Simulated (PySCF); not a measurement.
Work out the structure from these simulated measurements.

Formula: AlCl2H2N.

- UV, strongest line: among the 15 lowest singlet transitions: S14 at 9.15 eV (135 nm, f = 0.266) [TDDFT wB97X-D/def2-SVPD]
- NMR, other nuclei: isotropic shieldings of nuclei other than C and H, by class: 236 (1 N), 399 (1 Al), 967 (2 Cl) ppm [GIAO B3LYP/pcSseg-1 (pcSseg-2 on Al)]
- 1H NMR: chemical shifts (computed TMS as zero) by class: 0.87 (2 H) ppm [GIAO B3LYP/pcSseg-1 (pcSseg-2 on Al)]
- XPS: Cl2p3/2 206.1 (×2), N1s 405.0, Al1s 1568.5, Cl1s 2828.7 (×2) eV [ΔSCF SCAN, pcX-2 on the ionised atom, pcseg-1 elsewhere, spin-free X2C, 2p3/2 from a spin–orbit splitting computed afterwards within the 2p shell]
- Polarisability: 58.0 au [wB97X-D/def2-SVPD]
- UV, first state: lowest singlet excitation: 6.14 eV (202 nm, f = 0.035) [TDDFT wB97X-D/def2-SVPD]
- Triplet: lowest triplet excitation (Tamm–Dancoff): 5.85 eV [TDA wB97X-D/def2-SVPD]
- Rotational structure: rotational constants A, B, C: 4.446, 2.196, 1.470 GHz [PBE0-D3(BJ)/def2-SVP]
- Dipole: 2.43 D [wB97X-D/def2-SVPD]

Electronic properties: PySCF, gas phase, density fitting. Levels stand in brackets. Geometry: PBE0-D3(BJ)/def2-SVP; no solvent, vibrations or thermal averaging. Each NMR value is the plain mean over a class of atoms that symmetry, rotation or inversion makes alike.

Q: What is the compound? Reason from the data.

A: All hydrogens form one class (0.87 ppm): hydrogen on nitrogen. The other shieldings belong to: 236 ppm, nitrogen bonded to Al and 2 H; 399 ppm, aluminium bonded to 2 Cl and N; 967 ppm, chlorine bonded to Al. The core levels belong to: Cl2p3/2 206.1 eV, chlorine bonded to Al; N1s 405.0 eV, nitrogen bonded to Al and 2 H; Al1s 1568.5 eV, aluminium bonded to 2 Cl and N; Cl1s 2828.7 eV, chlorine bonded to Al. The optimised geometry has point group C2v and is an asymmetric top. Structure: `[NH2][Al]([Cl])[Cl]` (AlCl2(NH2)). The assignments are read from this structure; whether some other isomer fits the data as well wasn't checked.
